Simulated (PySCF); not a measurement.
Electron correlation in Rb⁻ (rubidium, charge -1)

[Kr] 5s2, closed-shell 1S. All numbers are calculated (PySCF 2.14, scalar relativity by spin-free X2C-1e, in aug-cc-pwCVTZ-X2C (10s9p7d3f, 93 functions)). Frozen: [Ar] 3d10; 10 electrons correlated.

MP2 pair energies summed by pair of shells (mhartree):

```json
{"pair": "4p-4p", "energy": "-121.76", "share (%)": "65.6"}
{"pair": "4s-4p", "energy": "-30.08", "share (%)": "16.2"}
{"pair": "4p-5s", "energy": "-13.54", "share (%)": "7.3"}
{"pair": "5s-5s", "energy": "-13.42", "share (%)": "7.2"}
{"pair": "4s-4s", "energy": "-6.32", "share (%)": "3.4"}
{"pair": "4s-5s", "energy": "-0.60", "share (%)": "0.3"}
```

Total MP2 correlation energy: -185.73 mhartree.

Same-spin part -47.80 and opposite-spin part -137.92 mhartree; SCS-MP2 scales them by 1/3 and 6/5 to -181.44 mhartree.
